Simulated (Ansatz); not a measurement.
BSiH5OF2, singlet: a relaxation.

Input (in.yaml):

```yaml
crystal:
  periodic: [false, false, false]
  atoms:
    - {symbol: B, position_ang: [-0.277484, 0.124100, -0.890092]}
    - {symbol: O, position_ang: [1.137635, 1.062820, -0.733187]}
    - {symbol: F, position_ang: [-0.048839, -0.727771, -1.912539]}
    - {symbol: F, position_ang: [-1.269956, 1.046118, -1.043873]}
    - {symbol: H, position_ang: [0.996220, 0.690872, -0.023478]}
    - {symbol: Si, position_ang: [-0.263032, -0.835261, 1.027010]}
    - {symbol: H, position_ang: [0.869689, 2.012216, -0.749764]}
    - {symbol: H, position_ang: [0.785137, -1.879020, 1.264357]}
    - {symbol: H, position_ang: [-0.362075, -0.013227, 2.283286]}
    - {symbol: H, position_ang: [-1.567295, -1.480947, 0.778179]}
basis:
  gaussian: {orbitals: def2-TZVP}
hamiltonian: {xc: pbe0, dispersion: d4}
relax: {f_tol: 0.005, max_steps: 200}
```

Launched with

```bash
ansatz run in.yaml --threads 4 --pin off --events-out ev --progress --plain --max-ram 9574MiB
```

What Ansatz 0.2.0 printed:

```
Functional definition: PBE0
  name "PBE0"
  cite "Adamo & Barone, J. Chem. Phys. 110, 6158 (1999) doi:10.1063/1.478522"
  cite "Perdew, Burke & Ernzerhof, Phys. Rev. Lett. 77, 3865 (1996) doi:10.1103/PhysRevLett.77.3865"
  parent pbe
  parameter a = 0.25
  parameter kappa = 0.804
  parameter beta = 0.06672455060314922
  exchange = (1 - a)*pbe_x(kappa = kappa, mu = beta*pi^2/3) + a*exact_x
  correlation = pbe_c(beta = beta)
1120 factors; their error is unknown
mean field evaluation 1: about -16104.7098 eV, gradient 5.8e1 eV
mean field evaluation 2: about -16101.4130 eV, gradient 7.5e1 eV
mean field evaluation 4: about -16109.4919 eV, gradient 1.7e0 eV
mean field evaluation 8: about -16109.4933 eV, gradient 3.2e-2 eV
mean field evaluation 16: about -16109.5506 eV, gradient 7.5e-5 eV
mean field -16109.55058991 eV, -592.0150647337 hartree, gradient 1.5e-5 eV, S^2 0.000000; 0 other end points of the search recorded, 0 dependent functions left out
the calculation of the forces begins
reference -16109.55062308 eV, -592.0150659526 hartree; 25, 25 occupied and 166, 166 virtual orbitals, 1120 factors
relax step   1: F+E_penalty+E_count = -16109.69544639 eV  Δ(F+E_penalty+E_count) = +0.000e0 eV  max|allowed force component| = 1.281e1 eV/Å  Δτ_max = 0.0000 Å  (28 SCF iters, accepted)
relax step   2: F+E_penalty+E_count = -16110.96034033 eV  Δ(F+E_penalty+E_count) = -1.265e0 eV  max|allowed force component| = 1.067e0 eV/Å  Δτ_max = 0.1965 Å  (36 SCF iters, accepted)
relax step   3: F+E_penalty+E_count = -16111.15653011 eV  Δ(F+E_penalty+E_count) = -1.962e-1 eV  max|allowed force component| = 1.802e0 eV/Å  Δτ_max = 0.1947 Å  (30 SCF iters, accepted)
relax step   4: F+E_penalty+E_count = -16111.28040768 eV  Δ(F+E_penalty+E_count) = -1.239e-1 eV  max|allowed force component| = 2.032e0 eV/Å  Δτ_max = 0.1942 Å  (30 SCF iters, accepted)
relax step   5: F+E_penalty+E_count = -16111.28749653 eV  Δ(F+E_penalty+E_count) = -7.089e-3 eV  max|allowed force component| = 2.151e0 eV/Å  Δτ_max = 0.2000 Å  (36 SCF iters, accepted)
relax step   6: F+E_penalty+E_count = -16111.36954185 eV  Δ(F+E_penalty+E_count) = -8.205e-2 eV  max|allowed force component| = 7.106e-1 eV/Å  Δτ_max = 0.0816 Å  (28 SCF iters, accepted)
relax step   7: F+E_penalty+E_count = -16111.39026084 eV  Δ(F+E_penalty+E_count) = -2.072e-2 eV  max|allowed force component| = 2.995e-1 eV/Å  Δτ_max = 0.2000 Å  (29 SCF iters, accepted)
relax step   8: F+E_penalty+E_count = -16111.40288015 eV  Δ(F+E_penalty+E_count) = -1.262e-2 eV  max|allowed force component| = 1.355e-1 eV/Å  Δτ_max = 0.1947 Å  (28 SCF iters, accepted)
relax step   9: F+E_penalty+E_count = -16111.41448371 eV  Δ(F+E_penalty+E_count) = -1.160e-2 eV  max|allowed force component| = 1.563e-1 eV/Å  Δτ_max = 0.2000 Å  (28 SCF iters, accepted)
relax step  10: F+E_penalty+E_count = -16111.41483067 eV  Δ(F+E_penalty+E_count) = -3.470e-4 eV  max|allowed force component| = 2.441e-1 eV/Å  Δτ_max = 0.1855 Å  (28 SCF iters, accepted)
relax step  11: F+E_penalty+E_count = -16111.43605356 eV  Δ(F+E_penalty+E_count) = -2.122e-2 eV  max|allowed force component| = 1.650e-1 eV/Å  Δτ_max = 0.2000 Å  (28 SCF iters, accepted)
relax step  12: F+E_penalty+E_count = -16111.44527324 eV  Δ(F+E_penalty+E_count) = -9.220e-3 eV  max|allowed force component| = 9.591e-2 eV/Å  Δτ_max = 0.1824 Å  (28 SCF iters, accepted)
relax step  13: F+E_penalty+E_count = -16111.32762244 eV  Δ(F+E_penalty+E_count) = +1.177e-1 eV  max|allowed force component| = 2.206e0 eV/Å  Δτ_max = 0.1984 Å  (29 SCF iters, rejected (line search))
relax step  14: F+E_penalty+E_count = -16111.45025025 eV  Δ(F+E_penalty+E_count) = -4.977e-3 eV  max|allowed force component| = 4.305e-2 eV/Å  Δτ_max = 0.0992 Å  (29 SCF iters, accepted)
relax step  15: F+E_penalty+E_count = -16111.45062106 eV  Δ(F+E_penalty+E_count) = -3.708e-4 eV  max|allowed force component| = 3.627e-1 eV/Å  Δτ_max = 0.0975 Å  (29 SCF iters, accepted)
relax step  16: F+E_penalty+E_count = -16111.44896542 eV  Δ(F+E_penalty+E_count) = +1.656e-3 eV  max|allowed force component| = 5.439e-1 eV/Å  Δτ_max = 0.1347 Å  (28 SCF iters, rejected (line search))
relax step  17: F+E_penalty+E_count = -16111.45586061 eV  Δ(F+E_penalty+E_count) = -5.240e-3 eV  max|allowed force component| = 3.514e-2 eV/Å  Δτ_max = 0.0673 Å  (29 SCF iters, accepted)
relax step  18: F+E_penalty+E_count = -16111.45437197 eV  Δ(F+E_penalty+E_count) = +1.489e-3 eV  max|allowed force component| = 1.435e-1 eV/Å  Δτ_max = 0.0750 Å  (29 SCF iters, rejected (line search))
relax step  19: F+E_penalty+E_count = -16111.45674403 eV  Δ(F+E_penalty+E_count) = -8.834e-4 eV  max|allowed force component| = 1.655e-2 eV/Å  Δτ_max = 0.0367 Å  (29 SCF iters, accepted)
relax step  20: F+E_penalty+E_count = -16111.45737595 eV  Δ(F+E_penalty+E_count) = -6.319e-4 eV  max|allowed force component| = 3.870e-2 eV/Å  Δτ_max = 0.0365 Å  (30 SCF iters, accepted)
relax step  21: F+E_penalty+E_count = -16111.45789927 eV  Δ(F+E_penalty+E_count) = -5.233e-4 eV  max|allowed force component| = 1.150e-1 eV/Å  Δτ_max = 0.0537 Å  (29 SCF iters, accepted)
relax step  22: F+E_penalty+E_count = -16111.45831658 eV  Δ(F+E_penalty+E_count) = -4.173e-4 eV  max|allowed force component| = 5.995e-2 eV/Å  Δτ_max = 0.0088 Å  (31 SCF iters, accepted)
relax step  23: F+E_penalty+E_count = -16111.45853340 eV  Δ(F+E_penalty+E_count) = -2.168e-4 eV  max|allowed force component| = 4.563e-2 eV/Å  Δτ_max = 0.0171 Å  (30 SCF iters, accepted)
relax step  24: F+E_penalty+E_count = -16111.45884397 eV  Δ(F+E_penalty+E_count) = -3.106e-4 eV  max|allowed force component| = 1.980e-2 eV/Å  Δτ_max = 0.0249 Å  (30 SCF iters, accepted)
relax step  25: F+E_penalty+E_count = -16111.45895262 eV  Δ(F+E_penalty+E_count) = -1.087e-4 eV  max|allowed force component| = 5.446e-2 eV/Å  Δτ_max = 0.0457 Å  (29 SCF iters, accepted)
relax step  26: F+E_penalty+E_count = -16111.45904683 eV  Δ(F+E_penalty+E_count) = -9.421e-5 eV  max|allowed force component| = 1.804e-2 eV/Å  Δτ_max = 0.0033 Å  (31 SCF iters, accepted)
relax step  27: F+E_penalty+E_count = -16111.45909726 eV  Δ(F+E_penalty+E_count) = -5.043e-5 eV  max|allowed force component| = 2.567e-3 eV/Å  Δτ_max = 0.0085 Å  (31 SCF iters, accepted)
Total energy: -16111.45913073 eV, -592.0852023152 hartree
Atom 0 at    -0.450204     0.164339    -0.648516 Å, force    -0.001357    -0.000290    -0.002567 eV/Å
Atom 1 at     1.143396     1.145909    -0.397781 Å, force     0.001012     0.001214     0.000517 eV/Å
Atom 2 at    -0.159656    -0.344548    -1.869287 Å, force     0.000259     0.000565     0.002336 eV/Å
Atom 3 at    -1.308097     1.211765    -0.673489 Å, force     0.001499    -0.000690     0.000761 eV/Å
Atom 4 at     0.880145     2.074261    -0.372306 Å, force    -0.000821    -0.000228    -0.000751 eV/Å
Atom 5 at    -0.443131    -1.074154     0.971595 Å, force    -0.000788    -0.000575     0.000001 eV/Å
Atom 6 at     1.658919     1.019143    -1.204028 Å, force    -0.000707    -0.000683     0.000049 eV/Å
Atom 7 at     0.766999    -1.943543     0.974985 Å, force     0.001851    -0.000708    -0.000543 eV/Å
Atom 8 at    -0.447405    -0.293047     2.240595 Å, force     0.000395     0.001328     0.001419 eV/Å
Atom 9 at    -1.640966    -1.960224     0.978131 Å, force    -0.001344     0.000065    -0.001221 eV/Å
Dipole moment:     0.582960     0.537138    -0.133463 e Å

[the SCF lines of later steps are left out]
```

Hardware: 4 CPU threads of an Intel Xeon 6975P-C, shared host. Wall time about 38 s.
